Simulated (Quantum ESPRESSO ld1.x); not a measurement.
The numbers below are computed, except where a source is named.
Q: All-electron atom: Zn3+ in [Ar] 3d9. Level of theory: Dirac Kohn-Sham, Wu-Cohen GGA, spin-unpolarised, spherical densities, point nucleus; open shells are shared between the two j in proportion to 2j + 1 (ld1.x of Quantum ESPRESSO 7.5).

Spin-orbit splittings of the eigenvalues, e(l+1/2) - e(l-1/2), with zeta = 2 splitting/(2l+1) and mean radii in bohr:

shell  occ.  splitting (eV)   zeta (eV)  <r> j=l-1/2  <r> j=l+1/2
2p        6           23.88       15.92       0.1959       0.1994
3p        6           3.117       2.078       0.6997       0.7100
3d        9          0.3962      0.1585       0.8165       0.8213
4p        0               ?           ?        2.321        2.345
4d        0         0.03012     0.01205        3.337        3.344
4f        0       0.0001976  0.00005644        5.185        5.186

Estimate the 4p splitting.

A: 0.2852 eV (zeta = 0.1901 eV).
